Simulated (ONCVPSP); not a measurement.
## Ba (Z = 56): excitation energies, all-electron against ONCV

ONCVPSP 4.0.1 input, shortened (lines: element, Z, core and valence counts, functional; n l f; lmax; l rc ep ncon nbas qcut; lloc lpopt rc5 dvloc0; l nproj debl; icmod fcfact rcfact), PBE, scalar-relativistic:

```
  Ba 56.00    9    3        4      upf
    1    0    2.00
    2    0    2.00
    2    1    6.00
    3    0    2.00
    3    1    6.00
    3    2   10.00
    4    0    2.00
    4    1    6.00
    4    2   10.00
    5    0    2.00
    5    1    6.00
    6    0    2.00
    2
    0    2.80    0.00    4    8    3.70
    1    2.80    0.00    4    7    5.20
    2    3.05    0.04    4    8    3.10
    1    5    2.80    0.00
    0    2    3.40
    1    0    1.50
    2    2    2.10
    1    0.60    0.00
```

In the d channel the program set the typed energies aside and used 0.050, 2.150 Ha.

Energies are relative to the spin-unpolarised reference configuration 5s2 5p6 6s2; without spin polarisation the order of configurations can differ from experiment.

```tsv
valence configuration	charge	ΔE all-electron (eV)	error AE − PS (meV)
5s2 5p6 6s1	+1	5.362	-0.9
5s2 5p6 6s1.5	+0.5	2.136	-0.3
5s2 5p6 6s0 6p2	0	4.141	+156
```

Task: What are ΔE and the potential's error for 5s2 5p6 6s0?

Result: ΔE = 15.344 eV all-electron; the error (AE − PS) is -4.2 meV.

Levels in the configuration 5s2 5p6 6s0 6p2:

```csv
level,all-electron (eV),pseudo (eV)
5s,-35.889,-35.670
5p,-20.887,-20.661
6p,-2.144,-2.151
```
